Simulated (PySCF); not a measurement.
Compound: C3H15PSi3.
SMILES with atom numbers: `[CH3:1][CH2:2][CH2:3][SiH2:4][P:5]([SiH3:6])[SiH3:7]` (hydrogens: H8, H9, H10 on C1; H11, H12 on C2; H13, H14 on C3; H15, H16 on Si4; H17, H18, H19 on Si6; H20, H21, H22 on Si7)

Cartesian coordinates in Å at the PBE0-D3(BJ)/def2-SVP level; atoms count from 1:
```
atom  x, y, z in Å
C1    -3.107   -0.031   -0.387
C2    -2.581    0.435    0.963
C3    -1.072    0.693    0.990
Si4    0.023   -0.810    0.662
P5     2.147   -0.269    1.237
Si6    3.174   -1.990    0.201
Si7    2.482    1.263   -0.387
H8    -4.199   -0.163   -0.366
H9    -2.666   -0.995   -0.689
H10   -2.873    0.698   -1.180
H11   -3.105    1.361    1.256
H12   -2.838   -0.309    1.736
H13   -0.804    1.477    0.259
H14   -0.770    1.086    1.976
H15   -0.043   -1.263   -0.765
H16   -0.390   -1.958    1.530
H17    2.808   -2.110   -1.246
H18    2.789   -3.252    0.903
H19    4.651   -1.796    0.310
H20    1.940    0.835   -1.716
H21    3.951    1.504   -0.518
H22    1.813    2.537    0.014
```

Computed, not measured: TDDFT CAM-B3LYP/def2-SVPD, vertical, gas phase, core orbitals frozen in the response (PySCF 2.14.0, density-fitted response routines).

Ground-to-excited transition dipoles (e·a0, same axes as the geometry; the sign carries no meaning), for the states with f of 0.002 or more among the lowest 7:

```json
{"state": "S1", "E (eV)": "6.168", "μx": "0.286", "μy": "-0.218", "μz": "0.068"}
{"state": "S2", "E (eV)": "6.234", "μx": "-0.094", "μy": "-0.052", "μz": "0.501"}
{"state": "S3", "E (eV)": "6.343", "μx": "-0.129", "μy": "-0.052", "μz": "-0.222"}
{"state": "S4", "E (eV)": "6.459", "μx": "-0.267", "μy": "-0.471", "μz": "-0.029"}
{"state": "S5", "E (eV)": "6.574", "μx": "0.512", "μy": "-0.153", "μz": "-0.057"}
{"state": "S6", "E (eV)": "7.228", "μx": "0.014", "μy": "0.078", "μz": "0.162"}
{"state": "S7", "E (eV)": "7.325", "μx": "0.310", "μy": "-0.072", "μz": "-0.060"}
```

Problem. What oscillator strength does each state have?

Solution. f = (2/3) ΔE |μ|² with ΔE in hartree (27.2114 eV).

```tsv
state	|μ|² (au)	|μ| (D)	f
S1	0.134	0.93	0.020
S2	0.262	1.30	0.040
S3	0.069	0.67	0.011
S4	0.293	1.38	0.046
S5	0.288	1.37	0.046
S6	0.032	0.46	0.006
S7	0.105	0.82	0.019
```

Problem. Which bond between heavy atoms lies closest to the direction of the S5 transition dipole?

Solution. C2–C3, at 27° from it; next Si4–P5 and C3–Si4 at 37°.

Problem. What angle do the transition dipoles of S5 and S7 make?

Solution. |cos θ| = |μa·μb| / (|μa| |μb|) = 1.00, so θ ≈ 6° (taken between 0 and 90°, since the signs are arbitrary).

All these states lie below the vertical ionisation energy of 8.90 eV (ΔSCF).

Time: 5.1 min of wall time; peak memory 1.4 GiB. Hardware: Arm Neoverse V2, one thread, no GPU, shared host.

One conformer stands for the species.

Without π bonds the low states may be Rydberg-like; a valence basis with one diffuse set may place them up to an eV too high.
